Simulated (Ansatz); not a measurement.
Wavefunction ladder for `[OH][SnH][OH]` radical

```xyz
6

O     0.5088    0.5878   -1.2152
Sn   -0.8048   -0.0882    0.1003
O     0.3241   -0.1199    1.7059
H     0.1408    0.8273   -2.0693
H    -1.1703   -1.7696   -0.2050
H     1.0014    0.5626    1.6833
```

Charge 0, multiplicity 2. Correlated methods include outer-core shells of Sn, which these sets cover unevenly. Sn takes the def2 core potential. All single points use the PBE0-D4/def2-TZVP geometry. It is one conformer, not always the lowest. Frozen core, unrestricted reference, the Gaussian-basis code of Ansatz.

```csv
basis,HF (Eh),MP2 corr.
def2-SVP,-364.68161,-0.47949
def2-TZVPP,-364.89847,-0.79814
def2-QZVPP,-364.90896,-1.05078
```

Estimate the CCSD correlation energy and the (T) correction in each basis where they were run (hartree).


| basis | CCSD corr. | (T) |
| --- | --- | --- |
| def2-SVP | -0.49871 | -0.01195 |
| def2-TZVPP | -0.79966 | -0.02709 |
